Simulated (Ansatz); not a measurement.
System: C2H8BN2 (charge 0, doublet). It need not be the lowest isomer of its formula. 
Structure (B3LYP-D3(BJ)/def2-TZVP (Ansatz, an electronic-structure program) minimum search):
SMILES: CCB([NH])N
```xyz
13

C     -1.6696    -1.0195    -0.1156
C     -0.6277    -0.3947     0.8270
B      0.5208     0.3679     0.0214
N      0.2649     1.7147    -0.4065
N      1.6848    -0.3155    -0.3729
H     -2.1613    -0.2536    -0.7173
H     -1.2056    -1.7289    -0.8043
H     -2.4414    -1.5549     0.4418
H     -1.1317     0.2866     1.5176
H     -0.1697    -1.1774     1.4419
H      0.3858     2.4572     0.2801
H      1.8523    -1.2789    -0.1399
H      2.4039     0.1008    -0.9395
```
Charge 0, spin multiplicity 2.

Total electronic energies in hartree. Cores are frozen in the correlated levels unless marked. UHF or UKS for open shells. No spin-orbit coupling. Non-relativistic. CBS(X,Y): correlation extrapolated as X^-3; Hartree-Fock from the larger set. [CCSD(T)-MP2]/basis is that difference in the basis named.

| level | program | energy (Eh) |
|---|---|---|
| HF/cc-pVQZ | Ansatz | -214.11062 |
| PBE-D4/def2-TZVPD | Ansatz + dftd4 | -215.19613 |
| r2SCAN-D3(BJ)/def2-TZVPD | Ansatz + dftd3 | -215.35527 |
| B3LYP-D4/def2-TZVPD | Ansatz + dftd4 | -215.50735 |
| PBE0/STO-3G | Ansatz | ___ |
| PBE0-D3(BJ)/def2-TZVPD | Ansatz + dftd3 | -215.22513 |
| LC-wPBE-D4/def2-TZVPD | Ansatz + dftd4 | ___ |
| B2PLYP-D3(BJ)/def2-TZVPD | Ansatz + dftd3 | -215.29051 |
| RPA@PBE/cc-pVQZ | Ansatz | -215.56925 |
| MP2/6-31G | Ansatz | -214.35184 |
| MP2/CBS(cc-pVTZ,cc-pVQZ) | Ansatz | -215.0435 |
| CCSD/6-31G* | Ansatz | -214.69477 |
| CCSD(T)/cc-pwCVTZ | Ansatz | -215.02919 |
| RI-MP2/CBS(cc-pVTZ,cc-pVQZ)+[CCSD(T)-MP2]/cc-pVQZ | Ansatz | -215.1220 |
| CCSD(T)/CBS(cc-pVTZ,cc-pVQZ) | Ansatz | -215.1177 |

### Question
What belongs in the gaps?

### Answer

- PBE0/STO-3G, energy (Eh): -212.45090
- LC-wPBE-D4/def2-TZVPD, energy (Eh): -215.35133
